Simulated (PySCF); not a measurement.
Gas-phase equilibrium of 1 mol H2S, 1.6 mol SO2 at 1600 K and 0.133 bar, among 21 species (S2O, SO2, O2, O, S2, S6, HO2, H2S2, H2O, H, H2O2, H2S, O3, SO, SH, H2, S8, S, SO3, H2SO4, OH). Only gases are allowed; each row takes one source of thermochemistry for all species, and Cantera finds the minimum.

Method: PySCF energies (xtb for GFN2) plus ideal-gas RRHO corrections (1 bar). † marks an energy on the PBE0/def2-TZVP geometry and frequencies; other levels use their own. CCSD(T) freezes the core. Open shells (unrestricted) among the columns below: O (multiplicity 3, electronic degeneracy 9), S2 (multiplicity 3), SO (multiplicity 3), SH (multiplicity 2, electronic degeneracy 4), S (multiplicity 3, electronic degeneracy 9), OH (multiplicity 2, electronic degeneracy 4); the rest are closed-shell singlets. GFN2 has no spin-polarisation term. Spin-orbit splitting is ignored; it lowers the true energy and changes the entropy of O, SH, S, OH. CCSD(T) isn't extrapolated to the basis-set limit. The harmonic model lacks anharmonicity and excited electronic states, which grow with temperature; levels with a mode under 35 cm⁻¹ are left out. Warning, large T1 diagnostic: S2O, SO2 (CCSD(T)/def2-SVP†).

Molecules larger than those listed are left out.

Mole fractions:

```tsv
thermochemistry	x SO2	x H2O	x O	x S	x S2	x SO	x H2	x OH	x H2S	x SH	x S2O
CCSD(T)/def2-SVP†	0.26	0.33	1.2e-5	0.0035	0.19	0.21	0.0018	0.00040	0.0012	0.0018	0.00031
GFN2-xTB	0.45	0.19	<1e-12	2.0e-5	0.19	0.00017	0.11	2.2e-9	0.038	0.0049	0.016
HF/def2-TZVP†	0.0017	0.16	0.29	0.26	0.050	0.16	0.0093	0.051	0.00083	0.019	1.2e-7
PBE/def2-TZVP†	0.41	0.25	9.3e-10	2.3e-5	0.22	0.022	0.082	7.4e-6	0.014	0.00090	0.0067
ωB97M-V/def2-TZVP†	0.41	0.28	1.2e-8	0.00011	0.22	0.018	0.045	1.9e-5	0.025	0.0022	0.0021
```
The most sensitive of these is O: it spans a factor of 10^11.5 over these rows; at this temperature one factor of ten is RT ln 10 = 31 kJ/mol.
